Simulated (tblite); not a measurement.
Species: C₈H₆N₃ (charge -1).
Bonds: C1–C2 (aromatic), C2–C3 (aromatic), C3–C4 (aromatic), C4–C5, C5–C6 (aromatic), C6–N7 (aromatic), N7–N8 (aromatic), N8–N9 (aromatic), C4–C10 (aromatic), C10–C11 (aromatic), C1–C11 (aromatic), C5–N9 (aromatic). Hydrogens: H12 on C1; H13 on C2; H14 on C3; H15 on C6; H16 on C10; H17 on C11.

Structure optimised with GFN2-xTB, isolated species.

(1) Give the optimised bond lengths and angles.

Results:

(1) 
| bond | length (Å) |
| --- | --- |
| C1–C2, C1–C11 | 1.387 |
| C2–C3, C10–C11 | 1.379 |
| C3–C4, C4–C10 | 1.402 |
| C4–C5 | 1.434 |
| C5–C6 | 1.405 |
| C6–N7 | 1.330 |
| N7–N8 | 1.332 |
| N8–N9 | 1.301 |
| C5–N9 | 1.360 |
| C1–H12 | 1.083 |
| C2–H13, C11–H17 | 1.084 |
| C3–H14, C10–H16 | 1.081 |
| C6–H15 | 1.078 |

Bonds in one row agree within 0.01 Å and their mean is given. A selection of angles:
| angle | degrees |
| --- | --- |
| C2–C1–C11 | 119.2 |
| C1–C2–C3 | 120.5 |
| C2–C3–C4 | 121.1 |
| C3–C4–C5 | 120.3 |
| C3–C4–C10 | 117.7 |
| C5–C4–C10 | 122.0 |
| C4–C5–C6 | 130.9 |
| C4–C5–N9 | 123.5 |
| C6–C5–N9 | 105.6 |
| C5–C6–N7 | 107.9 |
| C6–N7–N8 | 106.9 |
| N7–N8–N9 | 111.8 |
| C5–N9–N8 | 107.8 |
| C1–C11–C10 | 120.6 |

Dihedral angles: C3–C4–C5–C6 180° (antiperiplanar).

The 6-membered ring C1–C2–C3–C4–C10–C11 has internal angles of 117.7° to 121.1°; it is planar, 0.00 Å rms from its mean plane, widest ring torsion 0°. N7 (ring nitrogen) is bent (angle 106.9°). C3 (aromatic CH carbon) is planar (angles 121.2°, 121.1° and 117.7°, sum 360.0°, 0.00 Å off the plane of its three neighbours). C5 (substituted aromatic carbon) is planar (angles 130.9°, 123.5° and 105.6°, sum 360.0°, 0.00 Å off the plane of its three neighbours). C2 (aromatic CH carbon) is planar (angles 120.5°, 119.9° and 119.6°, sum 360.0°, 0.00 Å off the plane of its three neighbours). The 5-membered ring C5–C6–N7–N8–N9 has internal angles of 105.6° to 111.8° (sum 540°, against 540° for a flat polygon); it is planar, 0.00 Å rms from its mean plane, widest ring torsion 0°. The 11 heavy atoms lie in one plane (0.001 Å rms).

Point group: Cs (every atom within 0.08 Å of its image). Its GFN2-xTB frequencies are all real (lowest 54 cm⁻¹).

The run took 0.23 s on an Arm Neoverse V1 with one thread, no GPU, shared host with 32 logical CPUs at a one-minute load of 22. These figures are those of the optimisation.

One conformer stands for the species.

The numbers are calculated, not measured.
